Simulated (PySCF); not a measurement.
A species of formula C2H7GeNSi has this rotational fingerprint, computed with PBE0-D3(BJ)/def2-SVP geometry optimisation, gas phase in PySCF:

| Property | Result |
| --- | --- |
| Rotational constants | A = 4116, B = 1412, C = 1122 MHz |
| Dipole components | \|μa\| = 0.50 D, \|μb\| = 0.08 D, \|μc\| = 0.84 D |
| Inertial defect | -30.33 u·Å² |
| κ | -0.81 |

**Question.** Which structure is it? (One computed conformer of each.)
A. `[CH:1]#[C:2][GeH2:3][NH:4][SiH3:5]` with C2–Ge3–N4–Si5 79°
B. `N#C[C@H]([SiH3])[GeH3]`

**Answer.** A. It is C#[C][GeH2][NH][SiH3], an asymmetric top, point group C1. The candidates at the same level (rigid rotor, commonest isotopes):

```
                SMILES  A (MHz)  B (MHz)  C (MHz)  μa (D)  μb (D)  μc (D)  Δ (u·Å²)  point group           rotor
N#C[C@H]([SiH3])[GeH3]     2814     1723     1134    1.86    3.15    1.14    -27.22           C1  asymmetric top
 C#[C][GeH2][NH][SiH3]     4116     1412     1122    0.50    0.08    0.84    -30.33           C1  asymmetric top
```

`N#C[C@H]([SiH3])[GeH3]` has A 32 % too low. No structure here is proved a minimum.
